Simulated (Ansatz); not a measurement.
`[F][Sn][O][SiH3]` → F• + 3 H• + O• + Si• + Sn•  (atomization)

Calculated with Ansatz (gas phase, PBE0-D4/def2-TZVP geometries, no zero-point term in ΔE). CCSD(T)/CBS is the MP2 limit (def2-TZVPP, def2-QZVPP) plus CCSD(T) − MP2 in def2-TZVPP, frozen cores. This one scheme is used for every species, atoms too. Functionals use def2-TZVPP. No spin–orbit coupling; open shells (•) take unrestricted orbitals. Spin–orbit coupling would lower the free atoms: a little for F, O, Si; strongly for Sn. def2 core potentials past Kr. For Sn outer-core shells are correlated without core-valence functions, so the limit isn't a true one: a few kJ/mol of doubt a bond, and 10 to 20 or more in all where bonds break to atoms. Each species was taken in one conformer, which may not be the lowest.

```tsv
level	ΔE (eV)
BLYP-D4	24.39
r2SCAN0-D4	23.50
BHLYP-D4	23.29
BHLYP	23.05
```

Question: What does CCSD(T)/CBS give? (An estimate is asked.)

Answer: The calculation gave: +24.53 eV. The listed levels differ from it by -0.14, -1.03, -1.24, -1.48 eV.

Largest T1 diagnostic among the species: 0.016.

Leaving LDA and LC-ωPBE aside and taking each functional with its dispersion term where it has one, the values, not all of them listed here, spread over 1.16 eV, from BHLYP-D4 to B97M-V. LDA lies +3.39 eV from PBE without D4, its usual overbinding. From r2SCAN to r2SCAN0 (25 % exact exchange), in def2-TZVPP and without D4, ΔE moves by −0.72 eV: exact exchange takes away binding that semilocal exchange gives to molecules.

For atomizations the MP2-based limit and the directly extrapolated one differ by several kJ/mol either way, and by 10 to 25 for some Ge, Se and Sn compounds, so smaller differences from it don't rank the levels.
